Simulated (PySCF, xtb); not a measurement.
CH₅ClInNO, SMILES C[O][In]([NH2])[Cl].

GFN2-xTB run with xtb 6.7.1 at its own geometry gives an orbital gap of 2.66 eV and a dipole moment of 3.38 D.

Geometry optimised at B3LYP-D3(BJ)/def2-SVP. The structure was generated by enumeration; whether it is a known compound was not checked. The def2 effective core potentials stand for the cores of In; spin–orbit coupling is left out. Other conformers were not sampled.

What does B3LYP/def2-TZVP (PySCF) give? (Estimate from the structure and the level; the computed values follow.)

gap 5.14 eV (levels -7.46 and -2.32 eV), dipole 3.57 D.
